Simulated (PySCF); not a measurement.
Excitations are Tamm–Dancoff values on a coarser integration grid. The basis has no diffuse functions, so Rydberg states are missing or too high.

Species: [Ga(Cl)3(N(CH3)3)] (charge 0, multiplicity 1).

**Question.** Predict the charge on the central atom (Mulliken), S1 excitation (TDA), HOMO–LUMO gap, S1–T1 gap (TDA) and charge on the central atom (meta-Löwdin) from PySCF with PBE-D3(BJ)/def2-TZVP // PBE-D3(BJ)/def2-SVP.

**Answer.** 
- charge on the central atom (Mulliken) = 0.52 e
- S1 excitation (TDA) = 5.70 eV
- HOMO–LUMO gap = 5.56 eV
- S1–T1 gap (TDA) = 0.29 eV
- charge on the central atom (meta-Löwdin) = 0.57 e
